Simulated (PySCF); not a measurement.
Excitations are Tamm–Dancoff values on a coarser integration grid. The basis has no diffuse functions, so Rydberg states are missing or too high.

Cartesian coordinates (Å):
SMILES: NB(N)N
```xyz
10

N     -1.1947    -0.7801    -0.1157
B     -0.0008     0.0014    -0.0059
N      1.2703    -0.5967    -0.2656
N     -0.0826     1.3818     0.3543
H     -1.1939    -1.6936    -0.5338
H     -2.1059    -0.3573    -0.1181
H      1.3823    -1.5796    -0.4364
H      2.1393    -0.1263    -0.0890
H      0.7271     1.9363     0.5662
H     -0.9411     1.8143     0.6439
```
Charge 0, spin multiplicity 1.

Task: Estimate the dipole moment, S1–T1 gap (TDA) and T1 excitation (TDA) that r2SCAN-D4/def2-TZVP in PySCF returns for this input.

Result: 
The dipole moment is 0.15 D. The S1–T1 gap (TDA) is 0.28 eV and the T1 excitation (TDA) comes out as 6.00 eV.
